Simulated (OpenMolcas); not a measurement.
**V2+ in a point-charge field**

V2+ among 8 point charges of -1.6 e arranged as a cube (Oh), 2.12 Å from the ion.
```
   1.2240    1.2240    1.2240  -1.60
   1.2240    1.2240   -1.2240  -1.60
   1.2240   -1.2240    1.2240  -1.60
   1.2240   -1.2240   -1.2240  -1.60
  -1.2240    1.2240    1.2240  -1.60
  -1.2240    1.2240   -1.2240  -1.60
  -1.2240   -1.2240    1.2240  -1.60
  -1.2240   -1.2240   -1.2240  -1.60
```

| Quantity | Value |
| --- | --- |
| Program | OpenMolcas |
| Method | SS-CASPT2, IPEA 0.25 Eh, imaginary shift 0.1 Eh (closed shells correlated: 3s 3p) |
| Basis | ANO-RCC-VDZP [5s4p2d1f] |
| Scalar Hamiltonian | DKH2, point nucleus |
| Active space | 3 electrons in 5 orbitals (3d) |
| State averaging | 2S+1 = 4 even, 10 roots; 2S+1 = 2 even, 40 roots |
| Spin-orbit coupling | RASSI with atomic mean-field integrals over the reference wave functions |

The lowest spin-free states (labels of O, the rotations of Oh), above the lowest:

```csv
State,Degeneracy,E (cm-1),Free-ion L (%)
4T1,3,0,F (99)
4T2,3,5750,F (100)
2E,2,9340,G (55)
2T2,3,12810,G (81)
4A2,1,13430,F (100)
2T1,3,13770,G (66)
2T1,3,15900,P (64)
4T1,3,16710,P (99)
2A1,1,17770,G (100)
2T2,3,19050,H (62)
2T1,3,21950,H (75)
2E,2,23100,H (65)
2T2,3,24760,D (68)
2E,2,26700,D (50)
2T1,3,26750,H (58)
2T2,3,30860,F (93)
2T1,3,33290,F (89)
2A2,1,33750,F (100)
2T2,3,48770,D (92)
2E,2,49720,D (99)
```

The lowest levels with spin-orbit coupling:

```tsv
E (cm-1)	Degeneracy	Label	2S+1	g
0	4	Γ8	4	
13	2	Γ7	4	1.10 1.10 1.10
230	4	Γ8	4	
370	2	Γ6	4	4.23 4.23 4.23
5820	2	Γ7	4	3.08 3.08 3.08
5860	4	Γ8	4	
5950	2	Γ6	4	2.26 2.26 2.26
5950	4	Γ8	4	
9480	4	Γ8	2	
12860	2	Γ7	2	1.70 1.70 1.70
12990	4	Γ8	2	
13600	4	Γ8	4	
13820	2	Γ6	2	0.51 0.51 0.51
13980	4	Γ8	2	
15910	2	Γ6	2	1.11 1.11 1.11
16000	4	Γ8	2 (89 %)	
16750	2	Γ6	4	2.62 2.62 2.62
16890	4	Γ8	4 (89 %)	
16940	2	Γ7	4	2.64 2.64 2.64
16940	4	Γ8	4
```

Powder χT (cm3 K/mol): 0.28 at 2 K, 0.399 at 10 K, 0.649 at 50 K, 0.923 at 100 K, 1.37 at 200 K, 1.66 at 300 K. The effective moment at 300 K is 2.828 √(χT) = 3.64 μB.

The lowest level has 2S+1 = 4, for which the spin-only value is χT = S(S+1) / 2 = 1.875 cm3 K/mol (g = 2). The computed 1.658 at 300 K differs by -0.217, through orbital momentum, spin-orbit coupling and any other state in reach. With a threefold ground state the orbital momentum is unquenched, so the spin-only value is not expected to hold.

Roots that are degenerate in the reference are averaged as groups; the widest CASPT2 spread within a group is 630 cm-1 (the 3-fold group of multiplicity 4 near 5750 cm-1 above the lowest state of its run). Shifts and gaps below about the spread of the groups concerned are not significant. An orbital triplet at a regular site is open to Jahn-Teller coupling, which can distort the site and quench the lowest spin-orbit gaps and is left out. Free-ion shares, where given, are those of the reference states; single-state CASPT2 does not remix them. Point charges carry no covalency, so the field is a model and not that of real ligands. No measured value stands beside these numbers.

The CASPT2 steps took 3.1 s on 1 thread of Arm Neoverse V2, with other jobs on the host; the integral step is not counted.
